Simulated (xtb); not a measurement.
C3H7O, doublet, geometry from GFN2-xTB; GFN2-xTB in xtb.

xtb was given this input:
```
$ xtb mol.xyz --gfn 2 --uhf 1 --etemp 10000 --json

# file mol.xyz
11

O      0.07101639    -0.66456001     0.19109071
C     -0.06692834     0.67303357    -0.09082657
C      1.35818535    -1.19034893     0.02589577
C     -1.44549983     1.21108447    -0.04695723
H      0.68863969     1.12953665    -0.71319426
H      1.29299347    -2.25508650     0.24458366
H      1.71840718    -1.04941663    -1.00022698
H      2.07110162    -0.72074430     0.71400912
H     -1.97038421     1.09659057    -1.00448575
H     -2.01653063     0.67958044     0.71033681
H     -1.42690127     2.27340509     0.19157975
```

Question: What does xtb print? Leave out banner, timings and long lists.

Answer: 
```
   ID    Z sym.   atoms
    1    8 O      1
    2    6 C      2-4
    3    1 H      5-11

           -------------------------------------------------
          |                Calculation Setup                |
           -------------------------------------------------

           -------------------------------------------------
          |                 G F N 2 - x T B                 |
           -------------------------------------------------

          ...................................................
          :                      SETUP                      :
          :.................................................:
          :  # basis functions                  23          :
          :  # atomic orbitals                  23          :
          :  # shells                           15          :
          :  # electrons                        25          :
          :  max. iterations                   250          :
          :  Hamiltonian                  GFN2-xTB          :
          :  restarted?                      false          :
          :  GBSA solvation                  false          :
          :  PC potential                    false          :
          :  electronic temp.        10000.0000000     K    :
          :  accuracy                    1.0000000          :
          :  -> integral cutoff          0.2500000E+02      :
          :  -> integral neglect         0.1000000E-07      :
          :  -> SCF convergence          0.1000000E-05 Eh   :
          :  -> wf. convergence          0.1000000E-03 e    :
          :  Broyden damping             0.4000000          :
          :  net charge                          0          :
          :  unpaired electrons                  1          :
          ...................................................

 iter      E             dE          RMSdq      gap      omega  full diag
   1    -14.1089749 -0.141090E+02  0.363E+00    8.79       0.0  T
   2    -14.1326327 -0.236578E-01  0.192E+00    8.46       1.0  T
   3    -14.1332103 -0.577599E-03  0.788E-01    8.56       1.0  T
   4    -14.1333336 -0.123337E-03  0.122E-01    8.52       1.0  T
   5    -14.1333486 -0.149663E-04  0.673E-02    8.55       1.0  T
   6    -14.1333507 -0.209869E-05  0.199E-02    8.55       1.5  T
   7    -14.1333513 -0.599391E-06  0.391E-03    8.55       7.7  T
   8    -14.1333513 -0.283016E-07  0.186E-03    8.55      16.2  T
   9    -14.1333513 -0.254417E-08  0.483E-04    8.55      62.5  T
  10    -14.1333513 -0.295806E-09  0.209E-04    8.55     144.5  T

   *** convergence criteria satisfied after 10 iterations ***

         :::::::::::::::::::::::::::::::::::::::::::::::::::::
         ::                     SUMMARY                     ::
         :::::::::::::::::::::::::::::::::::::::::::::::::::::
         :: total energy             -13.979645634406 Eh    ::
         :: gradient norm              0.017479463392 Eh/a0 ::
         :: HOMO-LUMO gap              8.553005593187 eV    ::
         ::.................................................::
         :: SCC energy               -14.133350190649 Eh    ::
         :: -> isotropic ES            0.014620861321 Eh    ::
         :: -> anisotropic ES          0.002612598980 Eh    ::
         :: -> anisotropic XC          0.004224546050 Eh    ::
         :: -> dispersion             -0.004171653254 Eh    ::
         :: repulsion energy           0.153704556243 Eh    ::
         :: add. restraining           0.000000000000 Eh    ::
         :: total charge              -0.000000000002 e     ::
         :::::::::::::::::::::::::::::::::::::::::::::::::::::

           -------------------------------------------------
          |                Property Printout                |
           -------------------------------------------------

    * Orbital Energies and Occupations

         #    Occupation            Energy/Eh            Energy/eV
      -------------------------------------------------------------
         1        2.0000           -0.7008500             -19.0711
         2        1.9999           -0.6413607             -17.4523
         3        1.9998           -0.5989645             -16.2987
         4        1.9996           -0.5816290             -15.8269
         5        1.9988           -0.5459720             -14.8567
         6        1.9987           -0.5425561             -14.7637
         7        1.9971           -0.5164921             -14.0545
         8        1.9910           -0.4804363             -13.0733
         9        1.9872           -0.4693740             -12.7723
        10        1.9831           -0.4603129             -12.5258
        11        1.9686           -0.4402656             -11.9802
        12        1.9655           -0.4372196             -11.8974
        13        1.1030           -0.2656636              -7.2291 (HOMO)
        14        0.0064            0.0486536               1.3239 (LUMO)
        15        0.0006            0.1256281               3.4185
        16        0.0004            0.1362007               3.7062
        17        0.0001            0.1693982               4.6096
        18        0.0001            0.1807517               4.9185
        19        0.0001            0.1905853               5.1861
        20        0.0000            0.2121664               5.7733
        21        0.0000            0.2227780               6.0621
        22        0.0000            0.2679174               7.2904
        23        0.0000            0.3665310               9.9738
      -------------------------------------------------------------
                  HL-Gap            0.3143172 Eh            8.5530 eV
             Fermi-level           -0.2215130 Eh           -6.0277 eV

     #   Z          covCN         q      C6AA      α(0)
     1   8 O        1.704    -0.256    18.245     5.767
     2   6 C        2.788     0.006    27.862     8.646
     3   6 C        3.654     0.040    20.195     6.452
     4   6 C        3.751    -0.099    22.461     6.759
     5   1 H        0.926     0.007     2.940     2.681
     6   1 H        0.925     0.061     2.186     2.312
     7   1 H        0.924     0.041     2.439     2.442
     8   1 H        0.924     0.045     2.388     2.417
     9   1 H        0.923     0.045     2.383     2.414
    10   1 H        0.925     0.062     2.172     2.305
    11   1 H        0.925     0.048     2.340     2.392

 Mol. C6AA /au·bohr⁶  :        873.557963
 Mol. C8AA /au·bohr⁸  :      18122.911070
 Mol. α(0) /au        :         44.587626

Wiberg/Mayer (AO) data.
largest (>0.10) Wiberg bond orders for each atom

 ---------------------------------------------------------------------------
     #   Z sym  total        # sym  WBO       # sym  WBO       # sym  WBO
 ---------------------------------------------------------------------------
     1   8 O    2.170 --     2 C    1.112     3 C    0.996
     2   6 C    3.185 --     1 O    1.112     4 C    1.050     5 H    0.956
     3   6 C    3.925 --     1 O    0.996     6 H    0.974     7 H    0.966
                             8 H    0.966
     4   6 C    3.950 --     2 C    1.050    10 H    0.967    11 H    0.966
                             9 H    0.944
     5   1 H    0.982 --     2 C    0.956
     6   1 H    0.989 --     3 C    0.974
     7   1 H    0.986 --     3 C    0.966
     8   1 H    0.986 --     3 C    0.966
     9   1 H    0.978 --     4 C    0.944
    10   1 H    0.982 --     4 C    0.967
    11   1 H    0.984 --     4 C    0.966
 ---------------------------------------------------------------------------

Topologies differ in total number of bonds
Writing topology from bond orders to xtbtopo.mol

molecular dipole:
                 x           y           z       tot (Debye)
 q only:        0.269       0.006      -0.065
   full:        0.372       0.002      -0.227       1.107
molecular quadrupole (traceless):
                xx          xy          yy          xz          yz          zz
 q only:        1.708      -2.846       0.168      -0.055       0.100      -1.876
  q+dip:        1.496      -2.120      -0.487      -0.188      -0.189      -1.009
   full:        1.766      -2.654      -0.316      -0.123      -0.141      -1.450

           -------------------------------------------------
          | TOTAL ENERGY              -13.979645634406 Eh   |
          | GRADIENT NORM               0.017479463392 Eh/α |
          | HOMO-LUMO GAP               8.553005593187 eV   |
           -------------------------------------------------

normal termination of xtb
```
